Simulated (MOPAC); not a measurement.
Job for MOPAC: PM7 on AlClH2O2 (SMILES [OH][Al]([OH])[Cl]), a point of a torsion scan.

```
PM7 1SCF PRECISE CHARGE=0 THREADS=1
AlClH2O2

O     -1.12995871 1    -0.84278437 1     0.22082777 1
Al     0.11711738 1     0.22020891 1     0.08977642 1
O      1.39141122 1     0.22383230 1     1.13380533 1
Cl     0.15043572 1     1.64561180 1    -1.35165192 1
H     -1.85653452 1    -1.41164218 1     0.02143636 1
H      1.86228124 1    -0.11621593 1     1.88022087 1
```

The log:

```
*******************************************************************************
 **                                                                           **
 **                              MOPAC v23.2.5                                **
 **                                                                           **
 *******************************************************************************
 ** MOPAC's Digital Object Identifier: https://doi.org/10.5281/zenodo.6511958 **
 **                                                                           **
 ** Please cite the open-source release paper for use of this MOPAC version:  **
 ** J. E. Moussa and J. J. P. Stewart (2026)                                  **
 ** MOPAC: An open-source semiempirical molecular orbital program             **
 ** J. Open Source Softw., 11(119), 8025, https://doi.org/10.21105/joss.08025 **
 *******************************************************************************

                              PM7 CALCULATION RESULTS

 *******************************************************************************
 *  PM7        - The PM7 Hamiltonian to be used
 *
 *
 *
 *                 CHARGE ON SYSTEM = 0
 *
 *
 *
 *  PRECISE    - TIGHTER CRITERIA TO BE USED
 *  1SCF       - DO 1 SCF AND THEN STOP
 *  THREADS=1  - MULTI-THREADING NOT USED
 *  T=         - A TIME OF 172800.0 SECONDS REQUESTED
 *  DUMP=N     - RESTART FILE WRITTEN EVERY 7200.0 SECONDS REQUESTED
 *******************************************************************************
PM7 1SCF PRECISE CHARGE=0 THREADS=1
 AlClH2O2

   ATOM   CHEMICAL          X               Y               Z
  NUMBER   SYMBOL      (ANGSTROMS)     (ANGSTROMS)     (ANGSTROMS)

     1       O         -1.12995871  *  -0.84278437  *   0.22082777  *
     2      Al          0.11711738  *   0.22020891  *   0.08977642  *
     3       O          1.39141122  *   0.22383230  *   1.13380533  *
     4      Cl          0.15043572  *   1.64561180  *  -1.35165192  *
     5       H         -1.85653452  *  -1.41164218  *   0.02143636  *
     6       H          1.86228124  *  -0.11621593  *   1.88022087  *



          CARTESIAN COORDINATES

    NO.       ATOM           X           Y           Z

     1         O         -1.1300     -0.8428      0.2208
     2        Al          0.1171      0.2202      0.0898
     3         O          1.3914      0.2238      1.1338
     4        Cl          0.1504      1.6456     -1.3517
     5         H         -1.8565     -1.4116      0.0214
     6         H          1.8623     -0.1162      1.8802

 General Reference for PM7:
 "Optimization of Parameters for Semiempirical Methods VI: More Modifications to the
 NDDO Approximations and Re-optimization of Parameters", J. J. P. Stewart, J. Mol. Mod., 1:32, 19 (2013)
 https://link.springer.com/article/10.1007/s00894-012-1667-x

           Empirical Formula: H2 O2 Al Cl  =     6 atoms



      MOLECULAR POINT GROUP   :   C1


      RHF CALCULATION, NO. OF DOUBLY OCCUPIED LEVELS = 12


 -------------------------------------------------------------------------------
 PM7 1SCF PRECISE CHARGE=0 THREADS=1
 AlClH2O2



     1SCF WAS SPECIFIED, SO BFGS WAS NOT USED
     SCF FIELD WAS ACHIEVED


                              PM7 CALCULATION
                                                       MOPAC v23.2.5 Linux




          FINAL HEAT OF FORMATION =       -222.61949 KCAL/MOL =    -931.43996 KJ/MOL


          COSMO AREA              =        109.53 SQUARE ANGSTROMS
          COSMO VOLUME            =         94.33 CUBIC ANGSTROMS

          IONIZATION POTENTIAL    =         10.927698 EV
          HOMO LUMO ENERGIES (EV) =        -10.928  1.852
          NO. OF FILLED LEVELS    =         12
          MOLECULAR WEIGHT        =         96.4491         POINT GROUP:  C1

          MOLECULAR DIMENSIONS (Angstroms)

            Atom       Atom       Distance
            H     6    H     5     4.35463
            H     5   Cl     4     3.33309
            O     1    O     3     0.09518


          SCF CALCULATIONS        =          1





   ATOM   CHEMICAL          X               Y               Z
  NUMBER   SYMBOL      (ANGSTROMS)     (ANGSTROMS)     (ANGSTROMS)

     1       O         -1.12995871  *  -0.84278437  *   0.22082777  *
     2      Al          0.11711738  *   0.22020891  *   0.08977642  *
     3       O          1.39141122  *   0.22383230  *   1.13380533  *
     4      Cl          0.15043572  *   1.64561180  *  -1.35165192  *
     5       H         -1.85653452  *  -1.41164218  *   0.02143636  *
     6       H          1.86228124  *  -0.11621593  *   1.88022087  *

                             CARTESIAN COORDINATES

   1    O       -1.129958710    -0.842784370     0.220827770
   2   Al        0.117117380     0.220208910     0.089776420
   3    O        1.391411220     0.223832300     1.133805330
   4   Cl        0.150435720     1.645611800    -1.351651920
   5    H       -1.856534520    -1.411642180     0.021436360
   6    H        1.862281240    -0.116215930     1.880220870


           Empirical Formula: H2 O2 Al Cl  =     6 atoms



      MOLECULAR POINT GROUP   :   C1


                  EIGENVALUES
 -30.44515 -29.41729 -25.34239 -18.68671 -18.41443 -14.85268 -14.63308 -14.10873
 -14.05636 -13.00712 -11.70914 -10.92770   1.85242   2.42514   3.11834   4.26770
   4.95426   5.40214  17.94364  18.88352  18.92516  21.84078  22.03171  71.28752
  71.31623  71.78444  71.84827  72.03717


              NET ATOMIC CHARGES AND DIPOLE CONTRIBUTIONS

  ATOM NO.   TYPE          CHARGE      No. of ELECS.   s-Pop       p-Pop       d-Pop
    1          O          -0.582957        6.5830     1.58890     4.99406
    2         Al           0.609598        2.3904     0.20522     1.24893     0.93625
    3          O          -0.591606        6.5916     1.59728     4.99432
    4         Cl          -0.219126        7.2191     1.95500     5.26162     0.00251
    5          H           0.392483        0.6075     0.60752
    6          H           0.391608        0.6084     0.60839
 DIPOLE           X         Y         Z       TOTAL
 POINT-CHG.    -0.602    -2.243     1.422     2.724
 HYBRID        -0.107    -0.585     0.395     0.713
 SUM           -0.709    -2.828     1.817     3.435


          ATOMIC ORBITAL ELECTRON POPULATIONS

     Atom    s        px        py        pz      x^2-y^2     xz        z^2       yz        xy
    1  O   1.58890   1.56650   1.65290   1.77465
    2 Al   0.20522   0.41248   0.41565   0.42080   0.19916   0.19320   0.17090   0.18447   0.18852
    3  O   1.59728   1.69912   1.74345   1.55175
    4 Cl   1.95500   1.84493   1.70441   1.71228   0.00029   0.00066   0.00046   0.00050   0.00060
    5  H   0.60752
    6  H   0.60839

 **********************
 *                    *
 * JOB ENDED NORMALLY *
 *                    *
 **********************




 == MOPAC DONE ==
```

The run finished.

Cost: about 0.020 core-seconds (a rough figure).
